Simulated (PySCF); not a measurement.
**[ReO3Cl]−: from a saddle point downhill**

PySCF 2.14.0, UKS PBE, Re def2-SVP with ECP60, O def2-SVP, Cl def2-SVP; non-relativistic Hamiltonian with scalar-relativistic core potentials where named; density fitting; no spin-orbit coupling. Relaxed within the symmetry of its start, the geometry (C2v) is

```xyz
5

Re    0.0000    0.2858    0.0000
O     1.7243   -0.1237    0.0000
O     0.0000    2.0198    0.0000
O    -1.7243   -0.1237    0.0000
Cl    0.0000   -2.3388    0.0000
```

and its lowest harmonic modes are -264, 68, 138, 151, 309, 350 cm⁻¹ (negative: unstable). It was moved along the lowest mode and relaxed again, within the group Cs that the move left.

Problem. Where does it end, and how much lower?

Solution. In Cs, 2.010 eV lower, after 11 steps:
```xyz
5

Re    0.0000    0.1548   -0.0394
O     1.5228    0.0140   -0.8961
O     0.0000    1.6856    0.8002
O    -1.5228    0.0140   -0.8961
Cl    0.0000   -2.1490    0.7450
```

Problem. How do the contacts change?

Solution. 
| contact | saddle (Å) | end (Å) |
| --- | --- | --- |
| Re1–O2 (O) | 1.772 | 1.753 |
| Re1–O3 (O) | 1.734 | 1.746 |
| Re1–O4 (O) | 1.772 | 1.753 |
| Re1–Cl5 (Cl) | 2.625 | 2.434 |


Problem. Is the end a minimum?

Solution. Yes; lowest modes 131, 156, 242, 270, 288, 325 cm⁻¹.

Open shells may have lower solutions than the one found.

State: doublet.
